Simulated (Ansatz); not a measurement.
CH3F3HfS, SMILES `C[S][Hf]([F])([F])[F]`, relaxed with RKS PBE0-D4/def2-TZVP in Ansatz from a GFN2-xTB geometry. The force threshold is 0.005 eV/Å; the program also tests the step.

Total charge 0; spin multiplicity 1. Hf: def2 effective core potential.

Start:

```xyz
9

C     0.260    1.402   -0.241
S    -1.443    0.756    0.128
Hf   -0.407   -1.360    0.245
F     0.641   -1.466   -1.265
F    -1.599   -2.735    0.459
F     0.818   -1.219    1.610
H     0.517    1.163   -1.276
H     0.223    2.482   -0.118
H     0.991    0.979    0.459
```

| step | energy (eV) | largest force (eV/Å) | largest move (Å) |
| --- | --- | --- | --- |
| 1 | -21378.1637 | 1.668 | 0.000 |
| 2 | -21378.4400 | 0.536 | 0.195 |
| 3 | -21378.4574 | 0.182 | 0.098 |
| 4 | -21378.4633 | 0.120 | 0.054 |
| 5 | -21378.4653 | 0.054 | 0.043 |
| 6 | -21378.4667 | 0.039 | 0.071 |
| 7 | -21378.4677 | 0.035 | 0.057 |
| 8 | -21378.4684 | 0.099 | 0.080 |
| 9 | -21378.4694 | 0.043 | 0.024 |
| 10 | -21378.4707 | 0.057 | 0.082 |
| 11 (rejected) | -21378.4686 | 0.307 | 0.134 |
| 12 | -21378.4710 | 0.123 | 0.067 |
| 13 | -21378.4724 | 0.107 | 0.095 |
| 14 | -21378.4732 | 0.066 | 0.021 |
| 15 | -21378.4739 | 0.014 | 0.037 |
| 16 | -21378.4743 | 0.062 | 0.073 |
| 17 | -21378.4745 | 0.027 | 0.013 |
| 18 | -21378.4747 | 0.014 | 0.027 |
| 19 | -21378.4747 | 0.013 | 0.028 |
| 20 (rejected) | -21378.4747 | 0.011 | 0.019 |
| 21 | -21378.4747 | 0.008 | 0.009 |
| 22 | -21378.4747 | 0.004 | 0.003 |

End:

```xyz
9

C     0.233    1.501   -0.321
S    -1.408    0.700   -0.189
Hf   -0.359   -1.416    0.300
F     0.792   -1.866   -1.147
F    -1.694   -2.737    0.555
F     0.719   -1.214    1.854
H     0.341    1.914   -1.322
H     0.296    2.294    0.423
H     1.080    0.824   -0.152
```

It took 92 s on 2 threads of an AMD EPYC 7R13 on a shared host and a share of an NVIDIA H100 80 GB, with 0.89 GiB of host memory at the peak.
